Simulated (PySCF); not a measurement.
Ligands exchanged one at a time, Sn Br-OCH3. Gas-phase values, no solvent. One relaxed conformer stands for each flexible species; it need not be the lowest. Strings in code marks are SMILES.

Level of theory: PBE-D3(BJ)/def2-TZVP // CAM-B3LYP-D3(BJ)/def2-SVP in PySCF. Excitations are Tamm–Dancoff values on a coarser integration grid. The basis has no diffuse functions, so Rydberg states are missing or too high.

```
species                                                                                                   S1 excitation (TDA) (eV)  S1–T1 gap (TDA) (eV)  HOMO (eV)  S1 oscillator strength
--------------------------------------------------------------------------------------------------------  ------------------------  --------------------  ---------  ----------------------
0 of 4 Br replaced by OCH3 (`[Br][Sn]([Br])([Br])[Br]`)                                                                       3.37                     –      -7.61                   0.000
1 of 4 Br replaced by OCH3 (`C[O][Sn]([Br])([Br])[Br]` (C–O–Sn–Br torsion 61°))                                               3.11                  0.24      -6.95                   0.005
2 of 4 Br replaced by OCH3 (`C[O][Sn]([Br])([Br])[O]C` (C–O–Sn–Br torsion -174°, Br–Sn–O–C torsion 65°))                      3.36                  0.26      -6.76                   0.005
3 of 4 Br replaced by OCH3 (`[Br][Sn]([O]C)([O]C)[O]C`)                                                                       3.62                  0.30      -6.53                   0.004
4 of 4 Br replaced by OCH3 (`C[O][Sn]([O]C)([O]C)[O]C`)                                                                       3.87                     –      -6.34                   0.000
```
